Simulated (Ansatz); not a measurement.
`[NH2][Mo]([NH2])(=[O])=[S]` + `C/C=C/N` → `[CH3][Mo]([NH2])(=[O])=[S]` + `N/C=C\N`  (formal exchange of groups at a Mo–N bond)

Computed with Ansatz on PBE0-D4/def2-TZVP structures; ΔE is electronic, products minus reactants. CCSD(T)/CBS adds triple-zeta CCSD(T) − MP2 to the extrapolated MP2 energy (def2 sets, frozen cores). Double bonds are as drawn, so ΔE can hold a change between cis and trans. DFT in def2-TZVPP. B3LYP here is the variant with VWN-RPA as its local correlation; programs differ in this. HSE06 is defined as in plane-wave codes. Elements past krypton have def2 core potentials. For Mo outer-core shells are correlated without core-valence functions, which leaves a few kJ/mol of doubt a bond. Each species was taken in one conformer, which may not be the lowest.

`[NH2][Mo]([NH2])(=[O])=[S]`:

Cartesian coordinates in Å:
```
N 0.438 -0.327 -1.563
Mo -0.397 0.477 -0.027
N 0.251 -0.306 1.608
O 0.028 2.095 -0.013
S -2.484 0.125 -0.147
H 0.077 -1.126 -2.060
H 1.250 0.066 -2.014
H 1.005 0.093 2.146
H -0.168 -1.097 2.071
```

`C/C=C/N`:

Cartesian coordinates in Å:
```
C -0.448 -1.635 0.266
C -0.129 -0.336 -0.394
C 0.173 0.779 0.269
N 0.375 2.039 -0.279
H 0.225 -2.434 -0.063
H -0.363 -1.555 1.352
H -1.467 -1.969 0.039
H -0.167 -0.307 -1.482
H 0.212 0.764 1.355
H 0.544 2.043 -1.274
H 1.046 2.609 0.211
```

`[CH3][Mo]([NH2])(=[O])=[S]`:

```xyz
10

C    -1.339    0.781   -0.044
Mo    0.568    0.042   -0.530
N     1.008   -1.279    0.782
O     0.408   -0.605   -2.063
S     1.860    1.716   -0.457
H    -1.323    1.233    0.949
H    -2.048   -0.052   -0.063
H    -1.641    1.530   -0.779
H     1.572   -1.094    1.600
H     0.936   -2.272    0.607
```

`N/C=C\N`:

```xyz
10

N    -1.432    0.086   -0.500
C    -0.387   -0.810   -0.224
C     0.787   -0.407    0.261
N     1.089    0.948    0.468
H    -2.161   -0.318   -1.068
H    -1.102    0.941   -0.931
H    -0.587   -1.863   -0.369
H     1.571   -1.125    0.461
H     1.911    1.089    1.034
H     0.311    1.459    0.869
```

Is it downhill or uphill in electronic energy at CCSD(T)/CBS, and by how much? (Best estimate.)

Computed: Uphill: ΔE = +0.80 eV.

What do these levels give: r2SCAN-D4, B97M-V, r2SCANh-D4, r2SCAN0-D4, ωB97X-V, B2PLYP, B3LYP, HSE06, LC-ωPBE, HF/def2-TZVPP, CCSD(T)/def2-TZVPP, HF/CBS(def2)? (Best estimate.)

Ansatz gave: r2SCAN-D4 0.87, B97M-V 0.90, r2SCANh-D4 0.86, r2SCAN0-D4 0.85, ωB97X-V 0.84, B2PLYP 0.88, B3LYP 0.87, HSE06 0.84, LC-ωPBE 0.85, HF/def2-TZVPP 0.86, CCSD(T)/def2-TZVPP 0.81, HF/CBS(def2) 0.85 eV.

Largest T1 diagnostic among the species: 0.025, so the coupled-cluster value is less sure than usual.

At CCSD(T), def2-SVP lies +0.08 eV from the extrapolated value and def2-TZVPP +0.01 eV. Leaving LDA and LC-ωPBE aside and taking each functional with its dispersion term where it has one, the values, not all of them listed here, spread over 0.08 eV, from ωB97M-V to B97M-V.
